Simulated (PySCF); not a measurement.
Species: C6H9NO.
Z-matrix (Å and degrees, GFN2-xTB geometry), rows numbered from 1:
```
C 
C   1  1.5127
O   2  1.2158  1  123.22
N   2  1.3573  1  116.00  3   179.97
C   4  1.3876  2  129.89  1    -0.04
C   5  1.3285  4  112.03  2  -179.95
C   6  1.5017  5  110.58  4    -0.09
C   4  1.4627  2  120.70  1  -179.90
H   1  1.0879  2  110.49  3  -119.58
H   1  1.0862  2  108.33  3    -0.02
H   1  1.0879  2  110.50  3   119.51
H   5  1.0734  4  120.08  2    -0.01
H   6  1.0725  5  126.56  4   179.99
H   7  1.0917  6  111.19  5  -119.88
H   7  1.0917  6  111.26  5   120.33
H   8  1.0928  4  109.08  2    58.85
H   8  1.0929  4  109.15  2   -58.56
```

The calculation used PySCF, TDDFT wB97X-D/def2-SVPD, vertical, gas phase, core orbitals frozen in the response.

Q: What does the calculation give for the low-lying excited states?

A: 

| state | E (eV) | λ (nm) | f | \|μ\| (D) | symmetry | main configurations (H = HOMO, L = LUMO) |
| --- | --- | --- | --- | --- | --- | --- |
| S1 | 5.58 | 222.2 | 0.0018 | 0.29 | – | H-1→L (72%), H-1→L+4 (24%) |
| S2 | 5.59 | 221.9 | 0.418 | 4.44 | A′ | H→L (96%) |
| S3 | 5.99 | 207.0 | 0.021 | 0.95 | A″ | H→L+1 (91%) |
| S4 | 6.89 | 179.9 | 0.035 | 1.16 | A′ | H→L+4 (97%) |
| S5 | 7.01 | 176.9 | 0.0024 | 0.30 | A″ | H→L+2 (75%), H→L+3 (12%) |
| S6 | 7.10 | 174.6 | 0.0000 | 0.01 | – | H→L+3 (78%), H→L+2 (12%) |
| S7 | 7.48 | 165.7 | 0.024 | 0.92 | A′ | H-1→L+1 (76%), H-1→L+3 (14%) |
| S8 | 7.63 | 162.5 | 0.0066 | 0.48 | A″ | H→L+6 (37%), H→L+5 (34%), H→L+8 (11%) |

Triplets (Tamm–Dancoff): T1 3.72 eV, H→L (89%); T2 5.14 eV, H-1→L (69%), H-1→L+4 (28%); T3 5.36 eV, H→L+4 (71%), H-2→L (15%).

The lowest singlet comes at 222 nm (538 kJ/mol) in the ultraviolet; it is very weak; its leading configuration is HOMO-1→LUMO (72%). The strongest level in the table is S2 at 5.59 eV (222 nm, f = 0.418). S1/S2 lie within about 0.01 eV of each other. Löwdin shares by element: HOMO carbon 40% or more, nitrogen 25%, oxygen 12% (atoms not listed hold the other 23%); LUMO carbon 58% or more, oxygen 14% (atoms not listed hold the other 27%). The listed states span 2.05 eV, and the widest gap between neighbours is 0.90 eV (S3 to S4). Of the 8 states listed, 4 reach f = 0.01 and 1 stays under 0.0005. Weighted by f, the mean energy of these states is 5.82 eV. No computed singlet lies in the visible range (380 to 750 nm); the lowest, at 222 nm, stands 2.32 eV above its violet end (3.26 eV). Symmetry labels in Cs follow from the direction of the transition dipole and are given only for states with f of 0.002 or more. The window holds the lowest 8 singlets.

One conformer stands for the species.
